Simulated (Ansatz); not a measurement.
Reaction (redistribution): `C[Si](F)(F)C=O` + `[CH3][SnH2][O][AlH2]` → `C[Si](F)(F)[O][AlH2]` + `[CH3][SnH2][CH]=O`

Computed with Ansatz on PBE0-D4/def2-TZVP structures; ΔE is electronic, products minus reactants. CCSD(T)/CBS adds triple-zeta CCSD(T) − MP2 to the extrapolated MP2 energy (def2 sets, frozen cores). Functionals use def2-TZVPP. Elements past krypton have def2 core potentials. For Sn outer-core shells are correlated without core-valence functions, which leaves a few kJ/mol of doubt a bond. Each species was taken in one conformer, which may not be the lowest.

```csv
level,ΔE (kJ/mol),difference from CCSD(T)/CBS
ωB97X-V,-102.3,2.8
B2PLYP,-107.3,-2.2
PBE0,-108.8,-3.7
SCS-MP2/def2-TZVPP,-104.7,0.4
CCSD(T)/def2-TZVPP,-108.2,-3.1
HF/def2-QZVPP,-114.9,-9.8
MP2/def2-QZVPP,-105.5,-0.4
SCS-MP2/def2-QZVPP,-103.0,2.1
HF/CBS(def2),-114.9,-9.8
MP2/CBS(def2),-104.4,0.7
CCSD(T)/CBS,-105.1,0
```

Largest T1 diagnostic among the species: 0.015.

From PBE to PBE0 (25 % exact exchange), in def2-TZVPP and without D4, ΔE moves by −5.8 kJ/mol. In def2-TZVPP, CCSD(T) changes the Hartree–Fock value by +7.1 kJ/mol (the triples alone add +2.1 kJ/mol) and MP2 by +7.9 kJ/mol.
